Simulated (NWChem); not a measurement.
How methods differ on SnH3 (SMILES [SnH3])

SnH3: 4 atoms, total charge 0, spin state doublet. SMILES: `[SnH3]`. The coordinates come from a PBE0-D4/def2-TZVP relaxation.

Quantity: the vertical ionisation energy (to the singlet cation), in eV. The values are calculated.

| level | kind | program | value (eV) | CPU time (all runs) |
| --- | --- | --- | --- | --- |
| UB3LYP/def2-SVP (core potential) | global hybrid | NWChem | 8.43 | 6.8 s |
| UB3LYP/def2-TZVPD (core potential) | global hybrid | NWChem | 8.44 | 23 s |
| UB3LYP/def2-SVPD (core potential) | global hybrid | NWChem | 8.45 | 8.7 s |
| UB3LYP/def2-TZVP (core potential) | global hybrid | NWChem | 8.44 | 16 s |
| UCCSD/def2-SVP (core potential) | coupled cluster or CI | NWChem | 8.16 | 12 s |
| UCCSD/def2-SVPD (core potential) | coupled cluster or CI | NWChem | 8.22 | 24 s |
| UCCSD/def2-TZVP (core potential) | coupled cluster or CI | NWChem | 8.29 | 53 s |

Spin-orbit coupling, which can split open shells on such heavy atoms by tenths of an eV, is left out. The values span 8.16 to 8.45 eV. In the correlated wave-function rows the outer d shell of Sn is correlated, in sets not made for it. In so small a basis fixed costs decide the times, and correlated methods can beat functionals. Times are those of the runs behind each value, whatever else they computed, on shared processors of several kinds: orders of magnitude only.
